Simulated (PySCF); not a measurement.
Radial density of Tl⁺ (thallium, charge +1)

B2PLYP, [Xe] 4f14 5d10 6s1 6p1, high-spin 3P determinant (an excited configuration). Calculation: PySCF 2.14, in x2c-QZVPPall; scalar relativity by spin-free X2C-1e.

```csv
r (bohr),4πr²ρ (e/bohr),4πr²(ρα − ρβ)
0.0168,103.0,0.0033
0.0283,111.0,0.0110
0.0476,152.7,0.0153
0.0800,121.7,-0.0108
0.135,142.4,0.0321
0.226,84.85,0.0070
0.381,94.07,0.0166
0.641,34.41,0.1505
1.08,19.38,-0.0918
1.81,5.174,0.7524
3.05,0.9127,0.6713
5.13,0.08391,0.0826
8.63,0.0006322,0.0006
```

Densities and radii are taken from the X2C orbitals without a picture-change correction, which distorts them close to the nucleus.

Spin-orbit coupling, absent here, splits the open shell strongly.

(1) Where is the radial spin density 4πr²(ρα − ρβ) most negative, and why is it negative at all?

Answers

(1) Around r = 1.08 bohr, down to -0.0918 e/bohr: exchange with the open shell polarises the paired shells in an unrestricted calculation.
